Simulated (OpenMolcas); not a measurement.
Rh3+ among 4 point charges of -1.5 e arranged as a square (D4h).

```
Program             : OpenMolcas
Method              : CASSCF
Basis               : ANO-RCC-VDZP [6s5p3d1f]
Scalar Hamiltonian  : DKH2, point nucleus
Active space        : 6 electrons in 5 orbitals (4d)
State averaging     : 2S+1 = 5 even, 5 roots; 2S+1 = 3 even, 45 roots; 2S+1 = 1 even, 50 roots
Spin-orbit coupling : RASSI with atomic mean-field integrals over the reference wave functions
```

All point charges move together. At R = 2 Å the first state of the same spin is 3306 cm-1, and at R = 2.28 Å it is 2149 cm-1.

Question: A third run gives 2557 cm-1. What distance was it run at?

Answer: With a power law R^-n the two known points give n = -ln(2149 / 3306) / ln(2.28 / 2) = 3.29. Then R = 2 × (3306 / 2557)^(1/3.29) = 2.162 Å. The run was at 2.16 Å, so the estimate is off by +0.002 Å.

Without dynamic correlation the repulsion within the d shell is too large (B by tens of per cent), so at a given field states of lower spin stand too high. Point charges give a weaker field than real ligands, and real ions of this kind are as a rule low spin; the high spin found here belongs to the model. This is an electrostatic model: the charges have no orbitals. A group larger than the point group allows holds several states that coincide in this model. No measured value stands beside these numbers.
